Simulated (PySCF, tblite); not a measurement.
Isomers of C7H6ClF, one GFN2-xTB conformer each. Single-point energies are computed at PBE0/pcSseg-1 (PySCF, gas phase, no added dispersion term), electronic only.

Task: Rank them by PBE0/pcSseg-1 energy, lowest first (kJ/mol).
A. 2-chloro-4-fluorotoluene (`Cc1ccc(F)cc1Cl`)
B. `[F:1][C:2]1=[CH:3][CH:4]=[CH:5][CH:6]=[C:7]([Cl:8])[CH2:9]1` with C2–C3–C4–C5 -33°, C4–C5–C6–C7 34°, C6–C7–C9–C2 -66°, F1–C2–C9–C7 -114°

Result: A (0.0), B (132.0).

As drawn, the lower has an aromatic ring, which the higher lacks; the higher has a C=C bond outside aromatic rings, which the lower lacks. GFN2-xTB itself gives, in the same order: 0.0, 127.7. Both levels put the same isomer lowest.

Task: Which frontier levels, dipoles and rotational constants go with these structures?

Result: 
```json
{"SMILES": "Cc1ccc(F)cc1Cl", "HOMO (eV, PBE0/pcSseg-1)": "-7.15", "LUMO (eV)": "-0.76", "dipole (D)": "1.86", "A, B, C (MHz)": "2321, 1052, 727.2"}
{"SMILES": "FC1=CC=CC=C(Cl)C1", "HOMO (eV, PBE0/pcSseg-1)": "-6.61", "LUMO (eV)": "-1.25", "dipole (D)": "1.98", "A, B, C (MHz)": "1948, 1219, 807.0"}
```

Task: What happens when harmonic zero-point energies from GFN2-xTB frequencies are added?

Result: 
```json
{"SMILES": "Cc1ccc(F)cc1Cl", "ZPE (kJ/mol)": "281.9", "electronic (kJ/mol)": "0.0", "with ZPE (kJ/mol)": "0.0"}
{"SMILES": "FC1=CC=CC=C(Cl)C1", "ZPE (kJ/mol)": "281.6", "electronic (kJ/mol)": "132.0", "with ZPE (kJ/mol)": "131.6"}
```

The zero-point energies span 0.3 kJ/mol. The order is unchanged.
